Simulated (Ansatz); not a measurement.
`C=CCN([SiH3])C=C` + `BNB` → `BN(B)CC=C` + `C=CN[SiH3]`  (substitution at a C–N bond)

Program: Ansatz. Geometries: PBE0-D4/def2-TZVP. ΔE: electronic, gas phase. CBS: MP2 limit from def2 TZ/QZ plus the TZ coupled-cluster correction, frozen cores. This one scheme is used for every species. DFT in def2-TZVPP. Each species was taken in one conformer, which may not be the lowest.

`C=CCN([SiH3])C=C`:

Cartesian coordinates in Å:
```
C -2.639 -0.386 0.550
C -1.408 -0.798 0.291
C -0.528 -0.221 -0.777
N 0.838 0.024 -0.352
Si 2.063 -1.129 -0.766
C 1.095 1.121 0.451
C 0.217 2.006 0.925
H -3.084 0.444 0.009
H -3.249 -0.858 1.311
H -0.981 -1.623 0.857
H -0.493 -0.922 -1.620
H -0.963 0.709 -1.163
H 3.376 -0.525 -0.432
H 1.915 -2.417 -0.031
H 1.964 -1.435 -2.218
H 2.150 1.246 0.682
H 0.576 2.839 1.513
H -0.850 1.927 0.767
```

`BNB`:

Cartesian coordinates in Å:
```
B 0.257 1.002 0.738
N -0.486 -0.004 0.071
B 0.048 -0.999 -0.783
H 1.440 1.034 0.583
H -0.312 1.789 1.437
H -1.486 -0.011 0.218
H -0.687 -1.796 -1.290
H 1.226 -1.014 -0.975
```

`BN(B)CC=C`:

Cartesian coordinates in Å:
```
B 0.601 1.636 0.754
N -0.381 0.790 0.175
B -1.623 0.552 0.819
C -0.100 0.139 -1.099
C 0.558 -1.196 -0.966
C 0.884 -1.802 0.166
H 1.619 1.839 0.158
H 0.382 2.131 1.817
H -1.829 1.054 1.881
H -2.438 -0.138 0.275
H -1.035 0.018 -1.656
H 0.540 0.790 -1.704
H 0.773 -1.686 -1.914
H 0.689 -1.354 1.134
H 1.360 -2.774 0.160
```

`C=CN[SiH3]`:

Z-matrix (Å, degrees):
```
Si
N 1 1.728
H 1 1.490 2 113.8
H 1 1.484 2 106.8 3 -119.9
H 1 1.485 2 108.6 3 120.0
C 2 1.382 1 125.6 3 -76.4
H 2 1.009 1 119.2 3 93.7
C 6 1.332 2 126.7 1 170.7
H 6 1.088 2 113.8 1 -10.2
H 8 1.085 6 122.0 2 -1.1
H 8 1.080 6 120.2 2 178.5
```

```json
{"level": "PBE-D4", "ΔE (kJ/mol)": "4.6", "difference from CCSD(T)/CBS": "-1.2"}
{"level": "revPBE-D4", "ΔE (kJ/mol)": "5.9", "difference from CCSD(T)/CBS": "0.1"}
{"level": "r2SCAN0-D4", "ΔE (kJ/mol)": "4.5", "difference from CCSD(T)/CBS": "-1.3"}
{"level": "PBE", "ΔE (kJ/mol)": "1.4", "difference from CCSD(T)/CBS": "-4.4"}
{"level": "r2SCAN0", "ΔE (kJ/mol)": "3.0", "difference from CCSD(T)/CBS": "-2.8"}
{"level": "HF/def2-TZVPP", "ΔE (kJ/mol)": "0.6", "difference from CCSD(T)/CBS": "-5.2"}
{"level": "CCSD(T)/def2-TZVPP", "ΔE (kJ/mol)": "6.0", "difference from CCSD(T)/CBS": "0.2"}
{"level": "HF/def2-QZVPP", "ΔE (kJ/mol)": "0.4", "difference from CCSD(T)/CBS": "-5.4"}
{"level": "MP2/def2-QZVPP", "ΔE (kJ/mol)": "8.0", "difference from CCSD(T)/CBS": "2.2"}
{"level": "CCSD/CBS(def2)", "ΔE (kJ/mol)": "4.6", "difference from CCSD(T)/CBS": "-1.2"}
{"level": "CCSD(T)/CBS", "ΔE (kJ/mol)": "5.8", "difference from CCSD(T)/CBS": "0"}
```

Largest T1 diagnostic among the species: 0.012.

Leaving LDA and LC-ωPBE aside and taking each functional with its dispersion term where it has one, the values, not all of them listed here, spread over 2.1 kJ/mol, from B2PLYP to revPBE-D4. In def2-TZVPP, CCSD(T) changes the Hartree–Fock value by +5.4 kJ/mol (the triples alone add +1.2 kJ/mol) and MP2 by +7.5 kJ/mol. At CCSD(T), def2-SVP lies +5.1 kJ/mol from the extrapolated value and def2-TZVPP +0.2 kJ/mol.
